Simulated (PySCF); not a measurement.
An unknown gives this computed stick spectrum. Method: TDDFT CAM-B3LYP/def2-SVPD, vertical, gas phase, core orbitals frozen in the response in PySCF 2.14.0, density-fitted response routines. Geometries: GFN2-xTB, one conformer each.

| state | λ (nm) | f |
| --- | --- | --- |
| S1 | 254.6 | 0.693 |
| S2 | 236.7 | 0.0039 |
| S3 | 219.8 | 0.0017 |
| S4 | 204.6 | 0.015 |
| S5 | 199.6 | 0.0059 |
| S6 | 193.9 | 0.0052 |
| S7 | 190.3 | 0.218 |
| S8 | 188.2 | 0.0006 |

Orbital energies (eV): HOMO-3 -11.05, HOMO-2 -9.90, HOMO-1 -9.08, HOMO -7.11, LUMO 0.21, LUMO+1 0.85, LUMO+2 1.15.

Question: Which candidate is it? All have the formula C5H10SSi.
A. `C(/C=C\S[SiH3])=C/C`
B. `C([SiH2]SC)#CCC`
C. `C[C@@H]1C=C(S[SiH3])C1`
D. `C[SiH2]S[C@]12C[C@H]1C2`
E. `C1C=CSC[Si@@H]1C`

Answer: A. Its S1, at 4.87 eV, is the lowest among the candidates; the nearest of the others has S1 at 5.21 eV. S1 is HOMO→LUMO (97%). Löwdin shares by element: HOMO carbon 49% or more, sulfur 28% (atoms not listed hold the other 23%); LUMO carbon 72% or more (atoms not listed hold the other 28%). At the same level the other candidates give, for their lowest levels:
- `CCC#C[SiH2]SC`: 227 nm (f 0.019); 212 nm (f 0.001); 209 nm (f 0.012); 202 nm (f 0.007); 198 nm (f 0.011); T1 4.94 eV; HOMO -7.98, LUMO 0.66 eV
- `C[C@@H]1C=C(S[SiH3])C1`: 229 nm (f 0.007); 211 nm (f 0.027); 210 nm (f 0.243); 195 nm (f 0.001); 189 nm (f 0.003); T1 3.98 eV; HOMO -7.54, LUMO 0.84 eV
- `C[Si@@H]1CC=CSC1`: 238 nm (f 0.047); 223 nm (f 0.006); 215 nm (f 0.107); 200 nm (f 0.018); 195 nm (f 0.010); T1 3.82 eV; HOMO -7.10, LUMO 1.05 eV
- `C[SiH2]S[C@]12C[C@H]1C2`: 208 nm (f 0.005); 196 nm (f 0.023); 187 nm (f 0.007); 184 nm (f 0.054); 180 nm (f 0.073); T1 5.54 eV; HOMO -8.05, LUMO 1.16 eV

The values belong to the conformer `[CH3:1]/[CH:2]=[CH:3]\[CH:4]=[CH:5]/[S:6][SiH3:7]`: C2–C3–C4–C5 180°, C4–C5–S6–Si7 180°.
Triplets come from the Tamm–Dancoff approximation.
